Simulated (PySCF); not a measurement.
## Diatomics of Br with the fifth-period p block

MP2 with double-zeta basis sets in PySCF, for the lowest determinant that a PBE0 search found; no spin–orbit coupling. De refers to high-spin ground-configuration atoms.

```csv
M,basis,"reference, frozen orbitals",state (unpaired electrons),Re (Å),ωe (cm⁻¹),De (eV)
In,cc-pVDZ-PP,"RHF, 8",singlet (closed shell),2.580,224,3.94
Sn,def2-SVP,"UHF, 13",doublet (π ↑),2.542,251,3.18
Sb,def2-SVP,"UHF, 13",triplet (π ↑↑),2.527,260,2.23
I,def2-SVP,"RHF, 13",singlet (closed shell),2.506,271,1.73
```

The shortest bond is that of IBr (2.506 Å), the longest that of InBr (2.580 Å). InBr is bound most strongly (3.94 eV) and IBr least (1.73 eV).

The rows differ in basis set, which adds steps of its own.

The state changes along the series, so neighbouring rows are not always alike in their bonding.

Correlated steps freeze the inner cores (8 to 13 orbitals); shallow outer-core shells are correlated. Correlated levels converge slowly with the basis: in double zeta they bind strong bonds too weakly, by up to about 1 eV, and carry superposition errors of some tenths. Spin–orbit coupling is left out, which matters for elements this heavy, above all for dissociation energies. Where the molecule has an RHF reference, its open-shell atoms are computed with UHF. States were picked by a PBE0 search and need not be the measured ground states.
